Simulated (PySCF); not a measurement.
BeHBr, SMILES [Br][BeH]. Geometry optimised at PBE0-D3(BJ)/def2-TZVPD.

Calculation: PBE0-D3(BJ)/def2-TZVPD run with PySCF.

Harmonic wavenumbers (cm⁻¹): 504, 504, 693, 2177. Rotational constants (GHz): 12.49 (linear); symmetry number 1.

### Question
Work out the zero-point energy and the ideal-gas rigid-rotor harmonic-oscillator thermochemistry at 298.15 K and 1 atm.

### Answer
ZPE = ½ Σ hcν = ½ × 3878 cm⁻¹ = 5.54 kcal/mol. H − E(el) = 7.97 kcal/mol. Entropy in cal/(mol K): translation 39.40, rotation 14.33, vibration 1.61, total 55.34. G − E(el) = -8.53 kcal/mol. Cp = 10.29 cal/(mol K).
